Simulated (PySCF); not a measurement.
Ir(2+): excitation energy

Ir(2+) [Xe] 4f14 5d7 (4F) → Ir(2+) [Xe] 4f14 5d6 6s1 (6D), as a difference of total energies. Computed with PySCF 2.14 in def2-QZVPPD with the def2 core potential (60 electrons), with scalar relativity through the core potential. Correlated levels: valence: 5s2 5p6 frozen; valence and next inner shell: nothing frozen outside the core potential. The calculations carry no spin-orbit coupling.

```
                                method  excitation energy (eV)
                                   UHF                   1.411
                                   LDA                   1.424
                                   PBE                   1.548
                                  PBE0                   1.680
                                r2SCAN                   1.301
                               r2SCANh                   1.366
                                  BP86                   1.615
                                revPBE                   1.594
                                 B97-3                   2.171
                         MP2 (valence)                   1.896
                     SCS-MP2 (valence)                   2.435
    MP2 (valence and next inner shell)                   1.449
SCS-MP2 (valence and next inner shell)                   1.847
```

How much does correlation contribute at MP2 (valence and next inner shell)?

1.449 − (1.411) = 0.038 eV, measured against UHF.
